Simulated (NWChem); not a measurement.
System: C2H2F, doublet; SMILES [C](=C)F

```xyz
5

C      0.1311     1.2066     0.0000
C     -0.4196     0.0092     0.0000
F      0.1216    -1.1707     0.0000
H      1.2221     1.3208     0.0000
H     -0.4987     2.0968     0.0000
```
Atoms are numbered in this order, from 1.

Computed with NWChem. Pople sets run with spherical d functions. Spin-unrestricted. In the optimisation the excess spin sits in a' (Cs, its own frame). Coordinates come from a PBE0/def2-SVP, spin-unrestricted optimisation. No stability test was run on the SCF state. Level: PBE0/6-31G* with SMD (1 M gas to 1 M solution), gas-phase geometry. Reactions with the solvent are ignored.

Q: Order these by “cavity-dispersion-structure term (kcal/mol)”, lowest first: water; ethyl acetate; N,N-dimethylformamide; benzene.

A: benzene (1.0), ethyl acetate (1.6), N,N-dimethylformamide (2.5), water (4.3)
